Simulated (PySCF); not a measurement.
CH3ClFNSi2, SMILES C1=N[Si@](F)(Cl)[SiH2]1.

The structure is a stationary point at B3LYP-D3(BJ)/def2-SVP. The structure was generated by enumeration; whether it is a known compound was not checked.

Computed with TDA-PBE/def2-SVPD run with PySCF.

Vertical excitations. 

**Question.** List the lowest excited states. (An estimate is asked for; the answer gives what the named calculation found.)

**Answer.** 
| state | energy (eV) | λ (nm) | f | main pairs |
|---|---|---|---|---|
| S1 | 3.51 | 353 | 0.000 | HOMO→LUMO 98 % |
| S2 | 4.49 | 276 | 0.001 | HOMO→LUMO+1 99 % |
| S3 | 4.59 | 270 | 0.000 | HOMO−1→LUMO 97 % |
| S4 | 4.94 | 251 | 0.004 | HOMO→LUMO+2 96 % |
| S5 | 5.28 | 235 | 0.007 | HOMO→LUMO+3 97 % |
| S6 | 5.55 | 224 | 0.006 | HOMO−2→LUMO 81 % |
| S7 | 5.73 | 216 | 0.002 | HOMO−3→LUMO 85 % |
| S8 | 5.86 | 212 | 0.016 | HOMO→LUMO+4 97 % |
| S9 | 6.23 | 199 | 0.006 | HOMO→LUMO+5 47 %, HOMO−1→LUMO+1 30 %, HOMO−4→LUMO 14 % |
| S10 | 6.29 | 197 | 0.012 | HOMO−4→LUMO 39 %, HOMO→LUMO+5 39 %, HOMO−5→LUMO 10 % |
| T1 | 2.80 | 442 | 0 | HOMO→LUMO 99 % |
| T2 | 4.31 | 287 | 0 | HOMO→LUMO+1 95 % |
| T3 | 4.36 | 284 | 0 | HOMO−1→LUMO 93 % |
| T4 | 4.65 | 267 | 0 | HOMO→LUMO+2 97 % |
Triplets are in the Tamm–Dancoff approximation.
